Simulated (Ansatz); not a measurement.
`C=[CH][GaH][Cl]` + `N=C=O` → `O=C=[N][GaH][Cl]` + `C=C`  (ligand exchange at a Ga–C bond)

Gas-phase electronic energies from Ansatz, PBE0-D4/def2-TZVP geometries. CCSD(T)/CBS is the MP2 limit (def2-TZVPP, def2-QZVPP) plus CCSD(T) − MP2 in def2-TZVPP, frozen cores. This one scheme is used for every species. DFT in def2-TZVPP. For Ga outer-core shells are correlated without core-valence functions, which leaves a few kJ/mol of doubt a bond. Scalar relativity is left out up to krypton. One conformer a species, not always the lowest.

`C=[CH][GaH][Cl]`:

```xyz
8

C     0.519    0.856    1.087
C    -0.293    0.597    0.063
Ga   -0.185   -1.091   -0.880
Cl   -1.556   -1.375   -2.517
H     1.264    0.141    1.430
H     0.483    1.794    1.636
H    -1.018    1.350   -0.235
H     0.787   -2.272   -0.586
```

`N=C=O`:

Cartesian coordinates in Å:
```
N 0.542 -0.337 -0.423
C -0.472 0.005 0.138
O -1.509 0.227 0.610
H 1.439 0.105 -0.325
```

`O=C=[N][GaH][Cl]`:

Cartesian coordinates in Å:
```
O -1.557 -2.281 0.437
C -0.784 -1.415 0.511
N 0.039 -0.549 0.652
Ga 0.696 0.962 -0.132
Cl -0.238 1.511 -1.968
H 1.843 1.771 0.500
```

`C=C`:

Z-matrix (Å, degrees):
```
C
C 1 1.323
H 1 1.085 2 121.7
H 1 1.085 2 121.7 3 -180.0
H 2 1.085 1 121.7 3 -0.0
H 2 1.085 1 121.7 3 -180.0
```

```
             level  ΔE (kcal/mol)
           PBE0-D4          -18.5
            revPBE          -17.4
           r2SCANh          -19.4
           LC-ωPBE          -19.4
      MP2/def2-SVP          -22.5
SCS-MP2/def2-TZVPP          -20.9
   CCSD/def2-TZVPP          -20.7
      HF/CBS(def2)          -24.8
```

(1) What does CCSD(T)/CBS give? (An estimate is asked.)

Largest T1 diagnostic among the species: 0.018.

## Answers

(1) Ansatz gave: -19.3 kcal/mol. The listed levels differ from it by 0.8, 1.9, -0.1, -0.1, -3.2, -1.6, -1.4, -5.5 kcal/mol.

At CCSD(T), def2-SVP lies −3.2 kcal/mol from the extrapolated value and def2-TZVPP −0.8 kcal/mol. In def2-TZVPP, CCSD(T) changes the Hartree–Fock value by +4.5 kcal/mol (the triples alone add +0.6 kcal/mol) and MP2 by +4.3 kcal/mol.
